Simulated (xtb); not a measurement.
C$_{7}$H$_{14}$O, triplet, from a rough starting geometry (a higher spin typed on purpose: for a closed-shell molecule this is an excited state); GFN2-xTB (xtb 6.7.1).

The xtb input:
```
$ xtb mol.xyz --gfn 2 --uhf 2 --opt vtight --json

# file mol.xyz
22

C      3.51724378    -0.25000253    -0.18722641
C      2.18397588    -0.67785662     0.25823775
C      1.12829649     0.30915118    -0.18311343
C     -0.31284926    -0.06766923     0.35551499
C     -1.38097601     0.95905742    -0.15719529
C     -2.71208807     0.55083555     0.44195620
C     -3.40373862    -0.49909417    -0.21098398
O     -3.13434869     1.14532265     1.42243502
H      4.28324086    -0.91934452     0.03378412
H      3.83244277     0.77664685     0.11260690
H      3.60694730    -0.21112051    -1.39143581
H      1.92016604    -1.61942009    -0.04934427
H      2.19960962    -0.65660816     1.38566698
H      1.36122585     1.34808891     0.16045843
H      1.08006677     0.36319594    -1.25510503
H     -0.28288339    -0.05789558     1.38363519
H     -0.48300761    -1.03113530    -0.02880864
H     -1.10824896     1.94342167     0.26974457
H     -1.42266694     0.93215625    -1.22544430
H     -2.85254898    -1.45618111    -0.13474561
H     -4.44681016    -0.62160095     0.19602158
H     -3.56014747    -0.33100467    -1.34371522
```

Question: Predict the main parts of the log of this xtb run.

Answer: 
```
   ID    Z sym.   atoms
    1    6 C      1-7
    2    8 O      8
    3    1 H      9-22

           -------------------------------------------------
          |                Calculation Setup                |
           -------------------------------------------------

           -------------------------------------------------
          |                 G F N 2 - x T B                 |
           -------------------------------------------------

          ...................................................
          :                      SETUP                      :
          :.................................................:
          :  # basis functions                  46          :
          :  # atomic orbitals                  46          :
          :  # shells                           30          :
          :  # electrons                        48          :
          :  max. iterations                   250          :
          :  Hamiltonian                  GFN2-xTB          :
          :  restarted?                      false          :
          :  GBSA solvation                  false          :
          :  PC potential                    false          :
          :  electronic temp.          300.0000000     K    :
          :  accuracy                    1.0000000          :
          :  -> integral cutoff          0.2500000E+02      :
          :  -> integral neglect         0.1000000E-07      :
          :  -> SCF convergence          0.1000000E-05 Eh   :
          :  -> wf. convergence          0.1000000E-03 e    :
          :  Broyden damping             0.4000000          :
          :  net charge                          0          :
          :  unpaired electrons                  2          :
          ...................................................

 iter      E             dE          RMSdq      gap      omega  full diag
   1    -26.3275627 -0.263276E+02  0.280E+00    6.41       0.0  T
   2    -26.3709124 -0.433496E-01  0.152E+00    6.23       1.0  T
   3    -26.3724731 -0.156074E-02  0.907E-01    6.63       1.0  T
   4    -26.3748369 -0.236382E-02  0.242E-01    6.67       1.0  T
   5    -26.3755848 -0.747859E-03  0.785E-02    6.62       1.0  T
   6    -26.3756086 -0.238157E-04  0.360E-02    6.61       1.0  T
   7    -26.3756095 -0.891333E-06  0.649E-03    6.61       3.3  T
   8    -26.3756098 -0.309931E-06  0.252E-03    6.61       8.5  T
   9    -26.3756098 -0.659396E-08  0.761E-04    6.61      28.0  T
  10    -26.3756098 -0.150958E-08  0.224E-04    6.61      95.3  T

   *** convergence criteria satisfied after 10 iterations ***

 transition dipole moment (au) for excitation:          24          25
     X       Y       Z
   0.1300  -0.0352  -0.0054  total (au/Debye):    0.135   0.343
 dE (eV)             :    4.582
 oscillator strength :  0.28852E-02

         :::::::::::::::::::::::::::::::::::::::::::::::::::::
         ::                     SUMMARY                     ::
         :::::::::::::::::::::::::::::::::::::::::::::::::::::
         :: total energy             -26.004823575039 Eh    ::
         :: gradient norm              0.222304763740 Eh/a0 ::
         :: HOMO-LUMO gap              6.611747802128 eV    ::
         ::.................................................::
         :: SCC energy               -26.375631581572 Eh    ::
         :: -> isotropic ES            0.021978883034 Eh    ::
         :: -> anisotropic ES          0.004660921389 Eh    ::
         :: -> anisotropic XC          0.011052440763 Eh    ::
         :: -> dispersion             -0.012829841056 Eh    ::
         :: repulsion energy           0.370808006533 Eh    ::
         :: add. restraining           0.000000000000 Eh    ::
         :: total charge               0.000000000000 e     ::
         :::::::::::::::::::::::::::::::::::::::::::::::::::::

      -----------------------------------------------------------
     |                   =====================                   |
[...]
 * total energy  :   -26.0451096 Eh     change       -0.5524639E-05 Eh
 * total energy  :   -26.0451109 Eh     change       -0.1300556E-05 Eh
 * total energy  :   -26.0451128 Eh     change       -0.1903844E-05 Eh
 * total energy  :   -26.0451137 Eh     change       -0.9589300E-06 Eh
 * total energy  :   -26.0451144 Eh     change       -0.6686216E-06 Eh
 * total energy  :   -26.0451150 Eh     change       -0.6320883E-06 Eh
 * total energy  :   -26.0451156 Eh     change       -0.5801610E-06 Eh
 * total energy  :   -26.0451161 Eh     change       -0.5108127E-06 Eh
 * total energy  :   -26.0451166 Eh     change       -0.4487715E-06 Eh
 * total energy  :   -26.0451170 Eh     change       -0.3913054E-06 Eh
 * total energy  :   -26.0451172 Eh     change       -0.2510494E-06 Eh
 * total energy  :   -26.0451172 Eh     change       -0.2127324E-07 Eh
   *** GEOMETRY OPTIMIZATION CONVERGED AFTER 33 ITERATIONS ***
         :: total energy             -26.045117246923 Eh    ::
[...]
     5   6 C        3.802    -0.037    21.243     6.562
     6   6 C        2.804     0.093    25.924     8.341
     7   6 C        3.751    -0.088    22.243     6.726
     8   8 O        0.856    -0.331    20.359     6.049
     9   1 H        0.925     0.038     2.469     2.457
    10   1 H        0.925     0.037     2.489     2.467
    11   1 H        0.925     0.036     2.505     2.475
    12   1 H        0.924     0.032     2.552     2.498
    13   1 H        0.924     0.035     2.513     2.479
    14   1 H        0.924     0.038     2.482     2.464
    15   1 H        0.924     0.034     2.526     2.485
    16   1 H        0.924     0.052     2.297     2.370
    17   1 H        0.924     0.039     2.462     2.454
    18   1 H        0.924     0.064     2.154     2.295
    19   1 H        0.924     0.050     2.314     2.379
    20   1 H        0.924     0.056     2.253     2.347
    21   1 H        0.925     0.068     2.105     2.269
    22   1 H        0.925     0.053     2.282     2.362

 Mol. C6AA /au·bohr⁶  :       3492.575408
 Mol. C8AA /au·bohr⁸  :      74461.365432
 Mol. α(0) /au        :         88.084558

Wiberg/Mayer (AO) data.
largest (>0.10) Wiberg bond orders for each atom

 ---------------------------------------------------------------------------
     #   Z sym  total        # sym  WBO       # sym  WBO       # sym  WBO
 ---------------------------------------------------------------------------
     1   6 C    3.991 --     2 C    1.016    11 H    0.988    10 H    0.988
                             9 H    0.985
     2   6 C    3.990 --     1 C    1.016     3 C    1.001    12 H    0.978
                            13 H    0.978
     3   6 C    3.994 --     2 C    1.001     4 C    0.980    15 H    0.977
                            14 H    0.977
     4   6 C    3.993 --     5 C    0.998     3 C    0.980    17 H    0.975
                            16 H    0.974
     5   6 C    3.949 --     4 C    0.998    19 H    0.967    18 H    0.964
                             6 C    0.834     8 O    0.124
     6   6 C    3.387 --     8 O    1.580     7 C    0.899     5 C    0.834
     7   6 C    3.963 --    22 H    0.981    21 H    0.972    20 H    0.960
                             6 C    0.899     8 O    0.104
     8   8 O    1.905 --     6 C    1.580     5 C    0.124     7 C    0.104
     9   1 H    0.996 --     1 C    0.985
    10   1 H    0.999 --     1 C    0.988
    11   1 H    0.999 --     1 C    0.988
    12   1 H    0.999 --     2 C    0.978
    13   1 H    0.999 --     2 C    0.978
    14   1 H    0.999 --     3 C    0.977
    15   1 H    0.999 --     3 C    0.977
    16   1 H    0.997 --     4 C    0.974
    17   1 H    0.998 --     4 C    0.975
    18   1 H    0.996 --     5 C    0.964
    19   1 H    0.997 --     5 C    0.967
    20   1 H    0.996 --     7 C    0.960
    21   1 H    0.995 --     7 C    0.972
    22   1 H    0.997 --     7 C    0.981
 ---------------------------------------------------------------------------

Topologies differ in total number of bonds
Writing topology from bond orders to xtbtopo.mol

molecular dipole:
                 x           y           z       tot (Debye)
 q only:        0.722      -0.435      -1.042
   full:        0.791      -0.563      -1.120       3.768
molecular quadrupole (traceless):
                xx          xy          yy          xz          yz          zz
 q only:       -0.566       4.816       2.505       9.032      -2.764      -1.939
  q+dip:       -2.724       6.484       3.555      10.151      -2.663      -0.831
   full:       -1.728       6.625       3.342       9.980      -2.953      -1.614

optimized geometry written to: xtbopt.xyz

           -------------------------------------------------
          | TOTAL ENERGY              -26.045117246923 Eh   |
          | GRADIENT NORM               0.000137717432 Eh/α |
          | HOMO-LUMO GAP               8.441876965366 eV   |
           -------------------------------------------------
```
